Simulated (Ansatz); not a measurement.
`O[SiH2][GaH][SiH3]` → Ga• + 7 H• + O• + 2 Si•  (atomization)

Gas-phase electronic energies from Ansatz, PBE0-D4/def2-TZVP geometries. CCSD(T)/CBS is the MP2 limit (def2-TZVPP, def2-QZVPP) plus CCSD(T) − MP2 in def2-TZVPP, frozen cores. This one scheme is used for every species, atoms too. Functionals use def2-TZVPP. Open shells (•) are unrestricted, without spin–orbit coupling. Spin–orbit coupling would lower the free atoms: a little for O, Si; clearly for Ga. Bonds to Ga are less sure, by a few kJ/mol each and by 10 to 20 or more in all where they break to atoms, as the def2 sets lack core-valence functions. Scalar relativity is left out up to krypton. One conformer a species, not always the lowest.

| species | PBE0-D4 energy (Eh) |
| --- | --- |
| `O[SiH2][GaH][SiH3]` | -2582.77529 |
| Ga• | -1924.55212 |
| H• | -0.50104 |
| O• | -75.01860 |
| Si• | -289.24948 |

Q: Work out ΔE.

A: ΔE = 7 × (-0.50104) + 2 × (-289.24948) + (-1924.55212) + (-75.01860) − (-2582.77529) = 1.19833 Eh = +752.0 kcal/mol. CCSD(T)/CBS gives +768.0 kcal/mol.

Largest T1 diagnostic among the species: 0.013.

The D4 term adds +9.2 kcal/mol with B3LYP and +4.9 kcal/mol with PBE0; it sums over pairs of atoms, weighted by their polarisabilities, and B3LYP, whose exchange is more repulsive, gets the larger term. From PBE to PBE0 (25 % exact exchange), in def2-TZVPP and without D4, ΔE moves by −4.1 kcal/mol: exact exchange takes away binding that semilocal exchange gives to molecules.

B3LYP here is the variant with VWN-RPA as its local correlation; programs differ in this.

For atomizations the MP2-based limit and the directly extrapolated one differ by several kJ/mol either way, and by 10 to 25 for some Ge, Se and Sn compounds, so smaller differences from it don't rank the levels.
